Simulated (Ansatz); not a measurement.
`CN([SiH3])[SiH3]` at its PBE0-D4/def2-TZVP geometry, where that method's forces vanish. The species carries charge 0 and has multiplicity 1.

```xyz
13

C    -1.2081   -0.2731    0.8552
N    -0.0753    0.0384   -0.0143
Si    0.1832   -1.0082   -1.3613
Si    0.9958    1.2818    0.5181
H    -1.5774    0.6301    1.3511
H    -2.0419   -0.6822    0.2758
H    -0.9500   -1.0016    1.6327
H     1.2941   -0.4614   -2.1780
H    -1.0650   -1.0940   -2.1699
H     0.5249   -2.3986   -0.9423
H     0.2179    2.5214    0.7965
H     2.0004    1.5272   -0.5452
H     1.7014    0.9203    1.7817
```

Q: What forces (eV/Å) does B3LYP-D4/def2-TZVPP give on these atoms in Ansatz? (Estimate.)

A: Ansatz gave: 
```
C1  -0.265 -0.054  0.181
N2   0.150  0.035 -0.108
Si3  0.035 -0.117 -0.187
Si4  0.136  0.171  0.049
H5   0.007 -0.061 -0.018
H6   0.036  0.021  0.049
H7  -0.025  0.033 -0.030
H8  -0.079 -0.046  0.053
H9   0.082  0.001  0.049
H10 -0.022  0.085 -0.026
H11  0.054 -0.077 -0.016
H12 -0.067 -0.012  0.081
H13 -0.043  0.022 -0.077
```

B3LYP here is the variant with VWN-RPA as its local correlation; programs differ in this.
